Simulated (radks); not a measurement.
Effect of the nuclear size on the zirconium ion Zr9+, [Ar] 3d10 4s2 4p1. All-electron calculation, Dirac Kohn-Sham, BLYP, spin-unpolarised, spherical densities, finite nucleus; open shells fill j = l - 1/2 first; Fermi nuclear charge, rms radius 4.2694 fm. Program: a radial shooting solver on a logarithmic mesh with Libxc functionals. The rms radius is varied about that value; shifts are against it.

rms radius (fm),total energy shift (eV),density at nucleus (e/bohr^3),1s1/2 shift (meV),2s1/2 shift (meV),3s1/2 shift (meV),3p1/2 shift (meV),4s1/2 shift (meV),4p1/2 shift (meV),5s1/2 (empty) shift (meV)
3.4796,-0.369,7.636e+04,-156,-16.4,-2.76,0.272,-0.533,0.078,-0.185
3.9663,-0.150,7.538e+04,-63.2,-6.64,-1.12,0.110,-0.216,0.032,-0.075
4.2694,0,7.483e+04,0.000,0.000,0.000,0.000,0.000,0.000,0.000
4.5298,0.136,7.44e+04,57.6,6.05,1.02,-0.100,0.197,-0.029,0.068
4.9141,0.351,7.381e+04,148,15.6,2.63,-0.258,0.507,-0.074,0.176

Slopes of the eigenvalues against <r^2> in GHz/fm^2, as finite differences over the two radii next to the reference (eigenvalue slopes, not the field-shift constants of lines): 1s1/2 6100, 2s1/2 641, 3s1/2 108, 3p1/2 -10.6, 4s1/2 20.9, 4p1/2 -3.05, 5s1/2 (empty) 7.25.
